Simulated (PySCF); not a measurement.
**Working out the ionisation energy of Nb**

Nb [Kr] 4d4 5s1 (6D) → Nb⁺ [Kr] 4d4 (5D). Calculation: PySCF 2.14, in aug-cc-pVDZ-PP with ECP28MDF; a scalar-relativistic core potential. Frozen: 4s2 4p6. Energies in hartree (1 hartree = 27.21139 eV):

```
             part  Nb (lower)  Nb⁺ (upper)
              UHF  -56.147420   -55.927002
MP2 opposite-spin    0.000000     0.000000
    MP2 same-spin   -0.042572    -0.026527
```

**Question.** What does Hartree-Fock give?

**Answer.** (-55.927002) − (-56.147420) = 0.220418 hartree = 5.998 eV.

**Question.** What do MP2 and SCS-MP2 (6/5 opposite-spin, 1/3 same-spin) give?

**Answer.** The opposite-spin parts differ by 0.000 eV and the same-spin parts by 0.437 eV. MP2: 5.998 + (0.000) + (0.437) = 6.435 eV. SCS-MP2: 5.998 + 1.2 × (0.000) + (0.437)/3 = 6.144 eV.

Measured between the centres of the two terms (NIST): 6.776 eV, so MP2 (valence) is off by -0.341 eV.

A double-zeta basis recovers only part of the correlation energy.

What remains against the reference includes basis incompleteness, the frozen core and correlation beyond second order.
